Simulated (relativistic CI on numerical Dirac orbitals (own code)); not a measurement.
# Energy levels of Lu XXXV

Calculated at this level of theory: Dirac-Coulomb-Breit CI, separate exchange-only KLI orbitals for each configuration, a model potential for QED, unscaled Slater integrals (own radial code, finite nucleus).

Configurations in the expansion (outside the closed core [Ar] 3d10): 4s²4p⁶4d, 4s²4p⁶4f, 4s²4p⁵4d², 4s4p⁶4d², 4s²4p⁵4d4f, 4s4p⁶4d4f, 4s²4p⁶5s, 4s²4p⁶5p, 4s²4p⁶5d, 4s²4p⁵4d5s, 4p⁶4d²4f, 4s²4p⁶5f, 4s²4p⁵4d5p, 4s4p⁶4f5s, 4s²4p⁶5g, 4s4p⁶4d5s, 4s²4p⁵4d5d, 4s²4p⁶6s, 4p⁶4d³, 4p⁵4d⁴, 4p⁵4d³4f, 4p⁶4d4f², 4p⁶4f³, 4p⁵4d²4f², 4p⁵4d4f³, 4p⁶4f²5s, 4s4p⁶4f², 4s4p⁵4f³, 4s4p⁶4f5p, 4s4p⁵4f²5p, 4p⁶4f²5p. Double excitations out of closed p, d and f shells are left out; levels of such configurations are missing from the list, as are those of other unlisted configurations, and high levels can miss mixing partners. These lack a partner that the ground configuration has and come out too high: 4s²4p⁵4d5s, 4s²4p⁵4d5p, 4s²4p⁵4d5d, 4s²4p⁶5d, 4s²4p⁶5f.

The lowest level is 4s²4p⁶4d ²D3/2, with 99 % of that term; Hund's rules for 4s²4p⁶4d give ²D with J = 3/2, in agreement.

```csv
No.,Configuration,Term,J,E (eV),%,jj configuration (%)
1,4s²4p⁶4d,²D,3/2,0.000,99,4d3/2 (99)
2,4s²4p⁶4d,²D,5/2,15.149,99,4d5/2 (99)
3,4p⁵4d²(3F),⁴D°,1/2,141.281,88,4p3/2^3 4d3/2^2 (86)
4,4p⁵4d²(3F),⁴D°,3/2,141.431,50,4p3/2^3 4d3/2^2 (95)
5,4p⁵4d²(3F),⁴F°,5/2,144.598,38,4p3/2^3 4d3/2^2 (92)
6,4p⁵4d²(3F),⁴G°,7/2,146.431,35,4p3/2^3 4d3/2^2 (97)
7,4p⁵4d²(3P),⁴P°,3/2,153.008,32,4p3/2^3 4d3/2^2 (89)
8,4p⁵4d²(3F),⁴D°,5/2,154.224,47,4p3/2^3 4d3/2 4d5/2 (96)
9,4p⁵4d²(3F),⁴G°,9/2,157.056,72,4p3/2^3 4d3/2 4d5/2 (99)
10,4p⁵4d²(3P),⁴D°,7/2,157.206,46,4p3/2^3 4d3/2 4d5/2 (90)
11,4p⁵4d²(3F),⁴D°,3/2,159.373,38,4p3/2^3 4d3/2 4d5/2 (90)
12,4p⁵4d²(3P),⁴P°,5/2,159.817,41,4p3/2^3 4d3/2 4d5/2 (96)
13,4p⁵4d²(1G),²H°,11/2,160.788,51,4p3/2^3 4d3/2 4d5/2 (90)
14,4p⁵4d²(3F),²G°,7/2,162.089,45,4p3/2^3 4d3/2 4d5/2 (98)
15,4p⁵4d²(3P),⁴P°,1/2,163.901,36,4p3/2^3 4d3/2 4d5/2 (97)
16,4p⁵4d²(1D),²F°,7/2,166.128,39,4p3/2^3 4d3/2 4d5/2 (94)
17,4p⁵4d²(3P),²D°,5/2,166.706,39,4p3/2^3 4d3/2 4d5/2 (94)
18,4p⁵4d²(3P),²D°,3/2,167.937,31,4p3/2^3 4d3/2 4d5/2 (95)
19,4p⁵4d²(1G),²G°,9/2,168.472,52,4p3/2^3 4d3/2 4d5/2 (89)
20,4p⁵4d²(1G),²F°,5/2,172.890,52,4p3/2^3 4d3/2 4d5/2 (58)
21,4p⁵4d²(3F),⁴G°,11/2,172.959,51,4p3/2^3 4d5/2^2 (90)
22,4p⁵4d²(1D),²D°,5/2,175.030,52,4p3/2^3 4d5/2^2 (96)
23,4p⁵4d²(1D),²F°,7/2,175.482,43,4p3/2^3 4d5/2^2 (83)
24,4p⁵4d²(3F),⁴F°,3/2,177.637,34,4p3/2^3 4d3/2 4d5/2 (82)
25,4p⁵4d²(1G),²G°,9/2,177.793,51,4p3/2^3 4d5/2^2 (88)
26,4p⁵4d²(1D),²P°,1/2,179.878,65,4p3/2^3 4d5/2^2 (90)
27,4p⁵4d²(3F),²F°,7/2,186.399,38,4p3/2^3 4d5/2^2 (79)
28,4p⁵4d²(3P),²P°,1/2,186.858,53,4p3/2^3 4d3/2 4d5/2 (72)
29,4p⁵4d²(1S),²P°,3/2,190.415,61,4p3/2^3 4d5/2^2 (97)
30,4p⁵4d²(1S),²P°,3/2,197.797,40,4p3/2^3 4d5/2^2 (81)
31,4p⁵4d²(3F),²D°,5/2,197.954,35,4p3/2^3 4d5/2^2 (67)
32,4s²4p⁶4f,²F°,5/2,201.488,52,4f5/2 (52)
33,4s²4p⁶4f,²F°,7/2,203.006,63,4f7/2 (63)
34,4p⁵4d²(3F),²F°,5/2,225.398,47,4p1/2 4p3/2^4 4d3/2^2 (67)
35,4p⁵4d²(3F),⁴G°,7/2,230.675,46,4p1/2 4p3/2^4 4d3/2 4d5/2 (99)
36,4p⁵4d²(3P),²D°,5/2,232.287,32,4p1/2 4p3/2^4 4d3/2 4d5/2 (94)
37,4p⁵4d²(3P),⁴D°,3/2,233.436,40,4p1/2 4p3/2^4 4d3/2 4d5/2 (98)
38,4p⁵4d²(3P),⁴P°,1/2,234.345,40,4p1/2 4p3/2^4 4d3/2 4d5/2 (98)
39,4p⁵4d²(1G),²H°,9/2,235.899,43,4p1/2 4p3/2^4 4d3/2 4d5/2 (95)
40,4p⁵4d²(3P),²P°,1/2,239.275,62,4p1/2 4p3/2^4 4d3/2^2 (85)
41,4p⁵4d²(3F),⁴D°,7/2,246.451,42,4p1/2 4p3/2^4 4d5/2^2 (95)
42,4p⁵4d²(3F),²D°,3/2,246.659,70,4p1/2 4p3/2^4 4d3/2^2 (84)
43,4p⁵4d²(1D),²P°,3/2,250.649,35,4p1/2 4p3/2^4 4d5/2^2 (94)
44,4p⁵4d²(3F),²G°,9/2,250.682,44,4p1/2 4p3/2^4 4d5/2^2 (95)
45,4p⁵4d²(1D),²F°,5/2,252.841,38,4p1/2 4p3/2^4 4d5/2^2 (99)
```

Energies count from the lowest computed level; ° marks odd parity. Percentages are summed over parent terms; the parents shown are those of the largest component, closed shells are left out there. Filled j subshells are mostly left out of the jj labels.

The mean weight of the leading LS term, summed over parents, in these 45 levels is 49 %, and that of the leading jj configuration (from the same eigenvectors) 89 %, so jj coupling describes them better and the LS labels are nominal.

At this charge energies of transitions that change n are usually good to better than 1 %, and those within a shell (Δn = 0) to a few per cent.

LS names give the leading component of a level, which can be under half, so a name can repeat, a term be missing and a line seem to break the LS rules.
